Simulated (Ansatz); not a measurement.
Consider the stannylene formation by 1,1-elimination: `[OH][Sn]([OH])([F])[Br]` → `OF` + `[OH][Sn][Br]`.

Isolated molecules relaxed with PBE0-D4/def2-TZVP in Ansatz; ΔE leaves out vibrations. CCSD(T)/CBS is the MP2 limit (def2-TZVPP, def2-QZVPP) plus CCSD(T) − MP2 in def2-TZVPP, frozen cores. This one scheme is used for every species. DFT in def2-TZVPP. def2 core potentials past Kr. For Br, Sn outer-core shells are correlated without core-valence functions, which leaves a few kJ/mol of doubt a bond. Scalar relativity is left out up to krypton. Each species was taken in one conformer, which may not be the lowest.

`[OH][Sn]([OH])([F])[Br]`:

```xyz
7

O    -0.890   -0.185   -1.372
Sn    0.241   -0.215    0.199
O     0.701    1.605    0.642
F    -0.823   -0.986    1.581
Br    2.258   -1.550    0.020
H    -1.533   -0.900   -1.385
H     0.046    2.231    0.315
```

`OF`:

Z-matrix (Å, degrees):
```
O
F 1 1.406
H 1 0.969 2 99.1
```

`[OH][Sn][Br]`:

```xyz
4

O     0.166    0.492    0.880
Sn    0.418   -0.915   -0.481
Br   -1.307    0.019   -2.059
H     0.722    0.405    1.660
```

Is it downhill or uphill in electronic energy at CCSD(T)/CBS, and by how much? (Estimate.)

Ansatz gave: Uphill: ΔE = +4.86 eV.

What do these levels give: CAM-B3LYP-D4, ωB97X-V, PBE, BHLYP, HF/def2-QZVPP, SCS-MP2/def2-QZVPP? (Estimate.)

Computed: CAM-B3LYP-D4 4.62, ωB97X-V 4.74, PBE 4.18, BHLYP 4.66, HF/def2-QZVPP 5.02, SCS-MP2/def2-QZVPP 4.91 eV.

Largest T1 diagnostic among the species: 0.015.

From PBE to PBE0 (25 % exact exchange), in def2-TZVPP and without D4, ΔE moves by +0.32 eV. Leaving LDA and LC-ωPBE aside and taking each functional with its dispersion term where it has one, the values, not all of them listed here, spread over 0.85 eV, from BLYP-D4 to PBE-QIDH. LDA lies +0.37 eV from PBE without D4.
